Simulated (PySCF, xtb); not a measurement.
C4H5FSi, SMILES C#C/C(F)=C/[SiH3].

Harmonic wavenumbers (cm⁻¹) from xtb with GFN2-xTB at its own minimum, in rising order: 23, 107, 111, 169, 283, 402, 489, 521, 551, 563, 667, 676, 769, 770, 783, 789, 801, 874, 1101, 1234, 1643, 2245, 2265, 2268, 2273, 3089, 3393.

### Question
What does B3LYP-D3(BJ)/def2-SVP (PySCF) give at its own minimum? (An estimate is asked for; the answer gives what the named calculation found.)

### Answer
66, 117, 123, 198, 337, 433, 555, 625, 640, 683, 689, 729, 799, 827, 891, 937, 952, 956, 1125, 1297, 1680, 2221, 2227, 2228, 2235, 3193, 3467. Paired by order, the mean absolute difference is 61 cm⁻¹ and the zero-point energies are 41.3 and 43.2 kcal/mol.
